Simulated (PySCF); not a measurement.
Bonding in `CN[Si@@H]1[SiH2]C(F)=C1C`

Compound: C4H10FNSi2.
Atom-mapped SMILES: `[CH3:1][NH:2][Si@@H:3]1[SiH2:4][C:5]([F:6])=[C:7]1[CH3:8]` (hydrogens: H9, H10, H11 on C1; H12 on N2; H13 on Si3; H14, H15 on Si4; H16, H17, H18 on C8)

Cartesian coordinates in Å at the GFN2-xTB level; atoms count from 1:
```
atom  x, y, z in Å
C1    -2.853    0.587   -0.802
N2    -1.493    0.747   -0.348
Si3   -0.269   -0.436   -0.618
Si4    0.327   -2.191    0.819
C5     1.699   -0.877    0.939
F6     2.840   -0.915    1.680
C7     1.371    0.151    0.146
C8     2.154    1.395   -0.082
H9    -3.315    1.563   -0.958
H10   -3.469    0.021   -0.095
H11   -2.844    0.051   -1.748
H12   -1.450    1.282    0.507
H13   -0.262   -0.593   -2.079
H14    0.837   -3.488    0.361
H15   -0.325   -2.439    2.114
H16    3.023    1.441    0.572
H17    2.491    1.435   -1.118
H18    1.528    2.270    0.093
```

Bond orders from the PBE0/pcSseg-1 density (PySCF). The structure is a single GFN2-xTB conformer in the gas phase; no vibrational or solvent corrections.

Where do the orders between heavy atoms depart from those drawn in the SMILES?

The largest departure is 0.262, at C5–C7 (drawn double, 1.738). Drawn single, order below 0.88: Si3–Si4 (0.837) and C7–Si3 (0.865).

Give the Mayer order of every bond between heavy atoms, beside its length.

| bond | drawn as | length (Å) | Mayer order |
| --- | --- | --- | --- |
| C1–N2 | single | 1.442 | 0.977 |
| N2–Si3 | single | 1.723 | 1.013 |
| Si3–Si4 | single | 2.344 | 0.837 |
| Si4–C5 | single | 1.904 | 0.896 |
| C5–F6 | single | 1.361 | 0.924 |
| C5–C7 | double | 1.339 | 1.738 |
| C7–C8 | single | 1.487 | 1.039 |
| C7–Si3 | single | 1.902 | 0.865 |

By pair of heavy elements: C–Si: lowest C7–Si3 (0.865, 1.902 Å), highest Si4–C5 (0.896, 1.904 Å). C–C: lowest C7–C8 (1.039, 1.487 Å), highest C5–C7 (1.738, 1.339 Å).

And the bonds to hydrogen?

C–H: 0.95 to 0.97 (6 bonds); H–N: 0.93 (1 bond); H–Si: 0.90 to 0.93 (3 bonds).

Sum the orders of all bonds at each heavy atom with more than one neighbour and set the sums beside the valence in the SMILES.

C1 3.874 (drawn 4), N2 2.918 (drawn 3), Si3 3.617 (drawn 4), Si4 3.575 (drawn 4), C5 3.558 (drawn 4), C7 3.642 (drawn 4), C8 3.902 (drawn 4). Orders between atoms that aren't bonded are not in these sums.

For a closed shell the Mayer order of atoms A and B is Σ (PS)μν (PS)νμ over the basis functions μ on A and ν on B, with P the density and S the overlap matrix.

The run behind these numbers computed NMR shieldings as well. The run took 36 s of wall time on one thread of an Arm Neoverse V2, shared host with 32 logical CPUs at a one-minute load of 30, and the process peaked at 0.83 GiB of memory.
